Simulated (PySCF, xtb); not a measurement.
Al(H)(Me)(NCO) (C2H4AlNO), SMILES [CH3][AlH][N]=C=O.

GFN2-xTB (xtb) at its own geometry gives an orbital gap of 4.64 eV and a dipole moment of 3.35 D.

Coordinates come from a B3LYP-D3(BJ)/def2-SVP optimisation. A frequency run showed that this geometry is not a minimum. The structure was generated by enumeration; whether it is a known compound was not checked. One conformer was computed; it need not be the lowest.

Task: What does PBE/def2-TZVP (PySCF) give? (An estimate is asked for; the answer gives what the named calculation found.)

Result: gap 4.68 eV (levels -6.76 and -2.08 eV), dipole 2.59 D.
